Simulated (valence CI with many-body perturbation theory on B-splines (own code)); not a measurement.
# Rh XL: what the settings do

Computed by valence CI with perturbative core correlation (CI+MBPT): four valence electrons over a frozen Dirac-Fock core [He], radial functions for each j: 6 s, 6 p, 5 d, 3 f, 1 g, with the one-electron correlation potential Σ1, the two-electron term Σ2, the three-electron term Σ3, Breit, model QED; selected CI, second order for the rest, scaled by the run's own slope (own B-spline code, finite nucleus).

No measured spectrum was set against this ion. As an estimate, large intervals hold to a few tenths of a per cent, small ones and those within an open d or f shell to about a per cent.

The reference run has the lowest level (2s^2 2p1/2^2) J=0 and an ionisation energy of 5950.44 eV. Its largest variational space holds 11266 state functions.

Levels are named by their leading jj configuration (3d3/2^4 stands for four electrons in 3d with j = 3/2), which in mixed levels can hold well under half, so a name can repeat and another be missing. Letters in brackets count levels of one name in rising energy.

Changed runs:
A. Breit term on → off; selection threshold (hartree) 2e-08 → 1e-06
B. Breit term on → off; QED terms on → off
C. logarithmic knot step 0.27 → 0.33; QED terms on → off
D. scale of Σ1 1 → 0 (bad on purpose)

Excitation energies of the reference run in cm⁻¹, and shifts in cm⁻¹:

```tsv
Level	Reference	A	B	C	D
(2s^2 2p1/2 2p3/2) J=1	1154980	+24817	+22139	-2667	-501
(2s^2 2p1/2 2p3/2) J=2	1262330	+38865	+36174	-2682	-508
(2s 2p1/2^2 2p3/2) J=2	2292300	+10130	+32689	+22461	+1255
(2s^2 2p3/2^2) J=2	2494020	+56512	+51603	-4903	-981
(2s 2p1/2^2 2p3/2) J=1	2704800	+3602	+26374	+22689	+1265
(2s^2 2p3/2^2) J=0	2750300	+42150	+37508	-4624	-978
(2s 2p1/2 2p3/2^2) J=2 [a]	3396860	+27119	+47387	+20205	+813
(2s 2p1/2 2p3/2^2) J=3	3618810	+48543	+68761	+20137	+791
(2s 2p1/2 2p3/2^2) J=0	3848660	+18511	+38725	+20154	+776
(2s 2p1/2 2p3/2^2) J=1 [a]	3934380	+26819	+47096	+20203	+777
(2s 2p1/2 2p3/2^2) J=2 [b]	4014050	+40205	+60523	+20251	+781
(2s 2p1/2 2p3/2^2) J=1 [b]	4056860	+25141	+45610	+20396	+802
Ionisation energy (eV)	5950.44	+7.19	+6.99	-0.20	-0.38
```
